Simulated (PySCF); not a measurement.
Compound: C2H8BNS.
Atom-mapped SMILES: `[CH3:1][NH:2][BH:3][S:4][CH3:5]` (hydrogens: H6, H7, H8 on C1; H9 on N2; H10 on B3; H11, H12, H13 on C5)

Cartesian coordinates in Å at the PBE0-D3(BJ)/def2-SVP level; atoms count from 1:
```xyz
13
C2H8BNS angstrom
C     -2.6126   -0.1437   -0.1057
N     -1.2734   -0.5988   -0.3761
B     -0.0938   -0.0077    0.0792
S      1.5162   -0.7046   -0.3773
C      2.6660    0.3896    0.5038
H     -2.5729    0.7424    0.5421
H     -3.1504    0.1384   -1.0277
H     -3.2147   -0.9111    0.4109
H     -1.2234   -1.4286   -0.9573
H     -0.1456    0.9782    0.7794
H      2.4965    1.4406    0.2345
H      3.6822    0.1052    0.2002
H      2.5746    0.2681    1.5916
```

Linear response at CAM-B3LYP/def2-SVPD (PySCF, frozen core in the response, non-relativistic). Geometry: PBE0-D3(BJ)/def2-SVP, one conformer, isolated molecule.

Static isotropic polarisability: 72.17 au (10.69 Å³), principal values 54.9, 65.4, 96.2 au.

(1) What is the polarisability at 1064 nm and at the sodium D line?

(2) What is the isotropic C6 coefficient between two such molecules, C6 = (3/π)∫α(iω)² dω?

(3) Which effective excitation energy ω̄ makes London's formula C6 = (3/4)α²ω̄ exact here?

(4) How anisotropic is the static polarisability, by Δα² = ½[(α1 − α2)² + (α2 − α3)² + (α3 − α1)²]?

(5) What does −C6/R⁶ come to at R = 12 Å between centres?

(6) How many electrons N does the Slater–Kirkwood formula C6 = (3/4)·√N·α^(3/2) need to give this C6?

(7) The lowest 10 singlets have (eV, f): 5.73, 0.002; 6.03, 0.210; 6.22, 0.021; 6.81, 0.004; 7.01, 0.001; 7.19, 0.002; 7.34, 0.017; 7.62, 0.007; 7.73, 0.181; 7.88, 0.033. What share of the static polarisability do they carry in the sum over states α = Σ f/ω²?

Results:

(1) 72.91 au at 1064 nm (+1.0 %), 74.68 au at 589.3 nm (+3.5 %). The rise at 589.3 nm is 3.41 times that at 1064 nm; a pure ω² law gives 3.26. The lowest singlet lies at 216 nm, shorter than both wavelengths.

(2) 1986 au (Eh·bohr⁶) by a ten-point quadrature over imaginary frequencies, which is 1190 eV·Å⁶ or 115 J·nm⁶/mol.

(3) ω̄ = 4·C6/(3α²) = 0.509 Eh = 13.8 eV. A one-pole form α(ω) = α/(1 − ω²/ω̄²) fitted to the 1064 nm value gives 11.6 eV. London's choice of the ionisation energy (8.58 eV, ΔSCF at the same level) gives C6 = 1230 au, 38 % too low.

(4) Δα = 37.1 au, or 0.51 of the isotropic value.

(5) -38 J/mol. This is the leading, orientation-averaged term; C8 and higher terms are left out.

(6) N = (4·C6/3)²/α³ = 18.7; the species has 48 electrons in all.

(7) 7.79 au, 10.8 % of α; the largest term, 4.28 au, is that of the state at 6.03 eV. Their oscillator strengths add up to 0.48. Higher states carry the rest.
